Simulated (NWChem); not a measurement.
System: CH3ClGeO, singlet; SMILES [Ge]([O]C)[Cl]

The following NWChem deck was run.

```
start job
memory heap 200 mb stack 900 mb global 1100 mb
geometry units angstroms noautoz
  Ge     0.829636    -0.122607    -0.000404
  Cl    -1.018698    -1.361655     0.000931
  O      0.133498     1.501803    -0.000320
  C     -1.183406     1.987185     0.000518
  H     -1.925492     1.171893     0.001245
  H     -1.343018     2.615879     0.892043
  H     -1.344322     2.615427    -0.891093
end
basis spherical
  * library def2-svp
end
dft
  xc slater vwn_5
  iterations 150
  mulliken
end
task dft energy
```

Low-valent species are run as closed-shell singlets; no triplet was tried in these runs. Structure relaxed at the PBE0/def2-SVP level.

Question: Predict the main results of this run. (LDA (Slater exchange, VWN5)/def2-SVP.) Quantities: energy (Ha); highest occupied level (eV); orbital gap (eV); dipole (D).

Answer: 
```
Quantity                        Value
---------------------------  --------
energy (Ha)                  -2646.37
highest occupied level (eV)     -6.84
orbital gap (eV)                 3.85
dipole (D)                       1.15
```
